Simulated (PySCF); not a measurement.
# Krypton: a sound run and one with changed settings

Sound run: Kr⁺ [Ar] 3d10 4s2 4p5, Kr²⁺ [Ar] 3d10 4s2 4p4. Calculation: PySCF 2.14, in Sapporo-DKH3-DZP-2012; the spin-free X2C one-electron Hamiltonian (Gaussian nucleus). The sound run starts from symmetry-adapted Hartree-Fock orbitals and uses a fine grid where one is needed.

Changed run: initial guess atom, at most 5 SCF cycles. This setting is unsound on purpose.

```
species  method  sound run (hartree)  changed run (hartree)  converged
    Kr⁺     UHF          -2787.62818            -2787.62818         no
    Kr⁺     LDA          -2785.56090            -2785.56090         no
    Kr⁺    MN15          -2791.28481            -2791.28481         no
   Kr²⁺     UHF          -2786.77248            -2786.77248         no
   Kr²⁺     LDA          -2784.65451            -2784.65451         no
   Kr²⁺    MN15          -2790.39074            -2790.39074         no
```

The SCF was stopped early; the energies are upper bounds that still move, and correlated levels were skipped or rest on poor orbitals.
